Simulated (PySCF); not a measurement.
Isomers of CH10N2Si2, one GFN2-xTB conformer each. Single-point energies are computed at PBE0/pcSseg-1 (PySCF, gas phase, no added dispersion term), electronic only.

| SMILES | GFN2-xTB relative energy (kcal/mol) |
| --- | --- |
| NC[SiH2]N[SiH3] | 23.9 |
| N[SiH](N)C[SiH3] | 26.7 |
| CN([SiH3])[SiH2]N | 0.0 |

Conformers: `[NH2:1][CH2:2][SiH2:3][NH:4][SiH3:5]` with H–N1–C2–Si3 -62° and 180°, N1–C2–Si3–N4 -41°, C2–Si3–N4–Si5 -169°; `[NH2:1][SiH:2]([NH2:3])[CH2:4][SiH3:5]` with H–N1–Si2–N3 50° and -176°, N1–Si2–N3–H 180° and 44°, N1–Si2–C4–Si5 68°; `[CH3:1][N:2]([SiH3:3])[SiH2:4][NH2:5]` with C1–N2–Si4–N5 51°, N2–Si4–N5–H 50° and -175°.

Q: What does PBE0/pcSseg-1 give for the same structures?

A: 
```tsv
SMILES	PBE0/pcSseg-1 E (Eh)	PBE0/pcSseg-1 (kcal/mol)	GFN2-xTB (kcal/mol)	point group
N[SiH](N)C[SiH3]	-732.21095	0.0	26.7	C1
CN([SiH3])[SiH2]N	-732.19562	9.6	0.0	C1
NC[SiH2]N[SiH3]	-732.17409	23.1	23.9	C1
```

GFN2-xTB puts CN([SiH3])[SiH2]N lowest instead; measured from each level's own lowest isomer, the values differ by up to 26.7 kcal/mol (N[SiH](N)C[SiH3]: 26.7 against 0.0). 

Q: Which frontier levels, dipoles and rotational constants go with these structures?

A: 
| SMILES | HOMO (eV, PBE0/pcSseg-1) | LUMO (eV) | dipole (D) | A, B, C (MHz) |
| --- | --- | --- | --- | --- |
| N[SiH](N)C[SiH3] | -7.13 | 0.87 | 0.89 | 5978, 1513, 1313 |
| CN([SiH3])[SiH2]N | -6.85 | 0.67 | 1.25 | 5548, 1831, 1529 |
| NC[SiH2]N[SiH3] | -6.90 | 0.45 | 1.96 | 6711, 1371, 1203 |
